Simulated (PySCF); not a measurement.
Compound: C4H11NOSi2.
Cartesian coordinates in Å at the PBE0-D3(BJ)/def2-SVP level; atoms count from 1:
```
atom  x, y, z in Å
C1     3.1287    0.3816    0.9200
C2     1.9717   -0.3336    0.2680
O3     1.9351   -1.5419    0.1190
N4     0.9308    0.4376   -0.1695
Si5   -0.4368   -0.3880   -0.9424
C6    -1.8165    0.9108   -1.0587
Si7   -2.4858    0.1875    0.5742
C8    -1.4428   -1.3796    0.3121
H9     2.7837    0.9934    1.7676
H10    3.6172    1.0547    0.1982
H11    3.8550   -0.3594    1.2727
H12    0.9740    1.4417   -0.0413
H13    0.0033   -1.0556   -2.2003
H14   -1.5636    1.9790   -1.1229
H15   -2.5077    0.6747   -1.8861
H16   -2.0460    0.9837    1.7620
H17   -3.9683   -0.0019    0.6499
H18   -0.8977   -1.8375    1.1483
H19   -2.0348   -2.1649   -0.1887
```

Level: PBE0/pcSseg-1 in PySCF, non-relativistic, on one gas-phase PBE0-D3(BJ)/def2-SVP geometry that isn't relaxed in the solvent. The solvent is an IEF-PCM continuum (cavity from Bondi-type radii × 1.2). Specific hydrogen bonds and non-electrostatic terms are outside this model.

```csv
run,E − E(gas) (kcal/mol),HOMO (eV),HOMO–LUMO gap (eV),dipole (D)
gas,0.00,-7.50,7.69,3.15
P,-7.21,-7.53,7.75,4.36
Q,-5.28,-7.52,7.75,3.99
```

Task: The runs were made in acetone and chloroform. Which run belongs to which solvent?

Result: P = acetone, Q = chloroform. The dielectric constants are 4.711 (chloroform), 20.49 (acetone), and the energy falls further as ε rises. In this model the ground state sees the solvent through ε alone.

Task: How constant is the ratio of the lowering to (ε − 1)/(2ε + 1)?

Result: 
| solvent | (ε − 1)/(2ε + 1) | E − E(gas) (kcal/mol) | ratio (kcal/mol) | polarisation term (kcal/mol) |
| --- | --- | --- | --- | --- |
| chloroform | 0.356 | -5.28 | -14.8 | -6.07 |
| acetone | 0.464 | -7.21 | -15.5 | -8.77 |

The ratio changes by +4.9 % in size from chloroform to acetone. The polarisation term is half the interaction of the solute with the induced surface charges.

Time: 41 s of wall time; peak memory 1.1 GiB. Hardware: one thread of an Arm Neoverse V1, on a shared host. This is the whole shielding run at PBE0/pcSseg-1 in acetone, SCF included.
